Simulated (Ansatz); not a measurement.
Cost and result for the atomization energy of `N=C1C[SiH2]1` (9 atoms, 9 bonds).

```xyz
9

N    -0.774   -0.509   -1.795
C    -0.253   -0.119   -0.720
C    -0.171   -0.520    0.734
Si    0.765    1.046    0.269
H    -1.314   -1.369   -1.644
H     0.384   -1.432    0.951
H    -1.095   -0.444    1.307
H     0.216    2.352    0.693
H     2.243    0.995    0.206
```

Total charge 0; spin multiplicity 1. Geometry: relaxed with PBE0-D4/def2-TZVP. It is one conformer, not always the lowest. Program: Ansatz. All runs use 2 threads of an Arm Neoverse V1 on a shared host. Times are those of one run each, without the atoms' runs, and a repeat can differ threefold. Electronic energies, without spin–orbit coupling; frozen cores. CCSD(T)/CBS adds CCSD(T) − MP2 in def2-TZVPP to the MP2 limit, and its time is that of the two runs behind it. T1 = 0.014. B3LYP takes the VWN-RPA correlation (the form of Gaussian; ORCA's B3LYP/G). HSE06 is the plane-wave form, built on full-range PBE exchange.

CCSD(T)/CBS is a level of theory with its own doubt, some kJ/mol a heavy atom from the limit and from the frozen cores, so smaller differences don't rank the functionals.

| level | functions | wall time |
| --- | --- | --- |
| LDA (SPW92)/def2-TZVPP | 205 | 1.4 s |
| revPBE-D4/def2-TZVPP | 205 | 2.3 s |
| PBE-D4/def2-TZVPP (with forces) | 205 | 2.9 s |
| CCSD(T)/def2-SVP | 85 | 2.9 s |
| HSE06-D4/def2-TZVPP | 205 | 3.4 s |
| CAM-B3LYP-D4/def2-TZVPP | 205 | 3.6 s |
| B3LYP-D4/def2-TZVPP (with forces) | 205 | 4.8 s |
| B2PLYP/def2-TZVPP | 205 | 6 s |
| PBE-QIDH/def2-TZVPP | 205 | 6 s |
| ωB97M-V/def2-TZVPP (with forces) | 205 | 13 s |
| MP2/def2-QZVPP | 391 | 23 s |
| CCSD(T)/def2-TZVPP | 205 | 68 s |
| CCSD(T)/CBS(def2) | – | 91 s |

Question: What atomization energy does each give, and how far from CCSD(T)/CBS? (An estimate is asked.)

Answer: The calculation gave: 
```csv
level,atomization (kJ/mol),difference from CCSD(T)/CBS,per bond
LDA (SPW92)/def2-TZVPP,3787.8,521.3,57.9
revPBE-D4/def2-TZVPP,3292.8,26.3,2.9
PBE-D4/def2-TZVPP (with forces),3376.1,109.6,12.2
CCSD(T)/def2-SVP,3069.4,-197.1,-21.9
HSE06-D4/def2-TZVPP,3299.4,32.9,3.7
CAM-B3LYP-D4/def2-TZVPP,3290.0,23.5,2.6
B3LYP-D4/def2-TZVPP (with forces),3286.7,20.2,2.2
B2PLYP/def2-TZVPP,3242.5,-24.0,-2.7
PBE-QIDH/def2-TZVPP,3248.7,-17.8,-2.0
ωB97M-V/def2-TZVPP (with forces),3290.5,24.0,2.7
MP2/def2-QZVPP,3275.4,8.9,1.0
CCSD(T)/def2-TZVPP,3170.8,-95.7,-10.6
CCSD(T)/CBS(def2),3266.5,0.0,0.0
```

The D4 term adds +26.6 kJ/mol with B3LYP and +13.7 kJ/mol with PBE0; it sums over pairs of atoms, weighted by their polarisabilities, and B3LYP, whose exchange is more repulsive, gets the larger term. From BLYP to BHLYP (50 % exact exchange), in def2-TZVPP and without D4, the atomization energy moves by −112.3 kJ/mol: exact exchange takes away binding that semilocal exchange gives to molecules. At CCSD(T), def2-SVP lies −197.1 kJ/mol from the extrapolated value and def2-TZVPP −95.7 kJ/mol: correlation converges slowly with the basis, and small sets miss more of it in the bonded molecule than in its fragments.
